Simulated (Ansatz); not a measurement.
Basis-set extrapolation for H$_{7}$OSi$_{3}$ (`[SiH3]O[SiH][SiH3]`) radical (PBE0-D4/def2-TZVP geometry, frozen core, the Gaussian-basis code of Ansatz). Multiplicity 2, UHF reference.

```json
{"": "HF", "def2-TZVPP": "-945.850292", "def2-QZVPP": "-945.882065"}
{"": "MP2 correlation", "def2-TZVPP": "-0.587578", "def2-QZVPP": "-0.633323"}
{"": "CCSD(T) correlation", "def2-TZVPP": "-0.670351", "def2-QZVPP": "not run"}
```

Energies in hartree. Use E(X) = E(∞) + A·exp(−7.88·√X) for Hartree–Fock and E(X) = E(∞) + B·X^(−2.97) for correlation, with X = 3 and 4, and add CCSD(T) minus MP2 of the smaller set to the MP2 limit.

Task: What is the CCSD(T) energy at the basis-set limit?

Result: HF limit: -945.882065 + (-0.031773) × 0.13774 = -945.88644. MP2 limit: -0.633323 + (-0.045745) × 0.74074 = -0.66721. Higher-order term: -0.670351 − (-0.587578) = -0.08277. Total: -946.63642 hartree, 304.0 kJ/mol below CCSD(T)/def2-TZVPP.
